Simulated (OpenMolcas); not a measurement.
# Tb4+: moving the ligands

Tb4+ with 6 ligands (fluoride) in trigonal prismatic coordination (D3h) at 2.07 Å, a polar angle of 54.5° against the regular 49.1°. A charge of +0.333 e stands 2.6 Å behind each ligand. Ligand basis ANO-RCC-VDZP.

- Program: OpenMolcas
- Method: CASSCF
- Basis: ANO-RCC-VDZP [7s6p4d2f1g]
- Scalar Hamiltonian: DKH2, point nucleus
- Active space: 7 electrons in 7 orbitals (4f)
- State averaging: 2S+1 = 8 odd, 1 root; 2S+1 = 6 odd, 3 roots kept (CI in the orbitals of an earlier block)
- Spin-orbit coupling: RASSI with atomic mean-field integrals over the reference wave functions

Runs around this geometry, states (labels of D3, the rotations of D3h). Energies in cm-1 above the lowest state or level, χT in cm3 K/mol.

```
R (Å)  Ground state  χT at 300 K
 1.99           8A1        7.840
 2.07           8A1        7.840
  2.2           8A1        7.840
```

No quartet enters the spin-orbit mixing, so the splitting and order within the octet and the sextets are unsound, and g values and χT are rough. No measured value stands beside these numbers; the geometry is a model, was not optimised and need not be the one that this ion takes.
